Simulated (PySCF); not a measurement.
NMR data sheet: C$_{5}$H$_{5}$ClO$_{2}$Si

```
Formula                               : C5H5ClO2Si
SMILES                                : O=C1C=C([SiH2]Cl)C(=O)C1
Point group of the computed structure : Cs
Degrees of unsaturation               : 4
Carbon signals                        : 5
Proton signals                        : 3
```

Molfile (atoms numbered from 1):
```
C5H5ClO2Si
     RDKit          3D

 14 14  0  0  0  0  0  0  0  0999 V2000
   -2.7182    1.4987    0.2303 O   0  0  0  0  0  0  0  0  0  0  0  0
   -1.7660    0.7754    0.1021 C   0  0  0  0  0  0  0  0  0  0  0  0
   -0.3415    1.1511    0.2545 C   0  0  0  0  0  0  0  0  0  0  0  0
    0.4761    0.1088    0.0456 C   0  0  0  0  0  0  0  0  0  0  0  0
    2.3603   -0.0134    0.1009 Si  0  0  0  0  0  4  0  0  0  0  0  0
    3.0555    1.8174    0.5628 Cl  0  0  0  0  0  0  0  0  0  0  0  0
   -0.3255   -1.0982   -0.2753 C   0  0  0  0  0  0  0  0  0  0  0  0
    0.1294   -2.1874   -0.5125 O   0  0  0  0  0  0  0  0  0  0  0  0
   -1.7861   -0.7020   -0.2469 C   0  0  0  0  0  0  0  0  0  0  0  0
   -0.0450    2.1555    0.5047 H   0  0  0  0  0  0  0  0  0  0  0  0
    2.7313   -0.9554    1.1503 H   0  0  0  0  0  0  0  0  0  0  0  0
    2.8361   -0.3969   -1.2231 H   0  0  0  0  0  0  0  0  0  0  0  0
   -2.3411   -1.2773    0.4961 H   0  0  0  0  0  0  0  0  0  0  0  0
   -2.2660   -0.8769   -1.2115 H   0  0  0  0  0  0  0  0  0  0  0  0
  1  2  2  0
  2  3  1  0
  3  4  2  0
  4  5  1  0
  5  6  1  0
  4  7  1  0
  7  8  2  0
  7  9  1  0
  9  2  1  0
  3 10  1  0
  5 11  1  0
  5 12  1  0
  9 13  1  0
  9 14  1  0
M  END
```

PySCF 2.14.0 with density-fitted response routines calculation with shieldings: GIAO PBE0/pcSseg-1 and structure optimised with GFN2-xTB; non-relativistic Hamiltonian, isolated molecule, rapidly exchanging positions averaged, single conformer.

Scale: $^{1}$H (σ = 31.72 ppm), $^{13}$C (σ = 186.93 ppm), $^{29}$Si (σ = 349.16 ppm) against TMS; $^{17}$O (σ = 336.08 ppm) vs H2O (reference shieldings calculated alike).

| carbon | δC, type | δH (multiplicity) | HMBC from (2–3 bonds) | span of the C tensor (ppm) |
| --- | --- | --- | --- | --- |
| C2 | 206.1, C | – | H10, H13/H14 | 169 |
| C3 | 166.4, CH | 7.61 (s) | H11/H12, H13/H14 | 245 |
| C4 | 169.4, C | – | H10, H11/H12, H13/H14 | 227 |
| C7 | 211.1, C | – | H10, H11/H12, H13/H14 | 170 |
| C9 | 45.5, CH2 | 2.82 (s) | H10 | 15 |

Other nuclei:
```tsv
atoms	nucleus	environment	δ (ppm)	σ (ppm)
H11/H12	$^{1}$H	hydrogen on a silicon bonded to C, Cl	5.62	26.09
Si5	$^{29}$Si	silicon bonded to C, Cl, 2 H	-27.9	377.1
O1	$^{17}$O	ketone oxygen	706.8	-370.7
O8	$^{17}$O	ketone oxygen	678.8	-342.7
```

- Carbon types of the structure: 3 × C, 1 × CH, 1 × CH2, leaving 2 H on heteroatoms.
- δC 211.1, 206.1: ketone carbonyl carbon; low-lying n→π* states of the double bond to the heteroatom give a large paramagnetic term (-272 ppm).
- δC 169.4, 166.4: β carbon of a C=C–C=O unit; conjugation with the carbonyl draws π density from the β position.
- δC 45.5: sp3 CH2 α to a carbonyl; α to the electron-withdrawing carbonyl group.
- δH 7.61: hydrogen on a β carbon of a C=C–C=O unit; attached to an sp2 carbon and in the plane of the double bond.
- δH 2.82: hydrogen on an sp3 CH2 α to a carbonyl; α to C=O.

Shifts are as computed. Against solution values, carbons near 30 ppm lie about +3 ppm off and those near 130 ppm about +5 ppm. Of 1309 compounds with measured shifts, 239 miss one by over three times the rms of a fit or turn the order of signals round; such compounds aren't used in these exercises. Unscaled 17O shifts of doubly bonded oxygen tend to come out too high, by tens of ppm or more. Experimental scales use liquid or dissolved standards, which lie at an offset from isolated H2O (liquid H2O: subtract about 36 ppm). No couplings were computed; multiplicities are counted from neighbouring protons, with m where these are inequivalent, close in shift, in a saturated or five-membered ring or joined by F or P, and br s for small geminal =CH2 splittings.
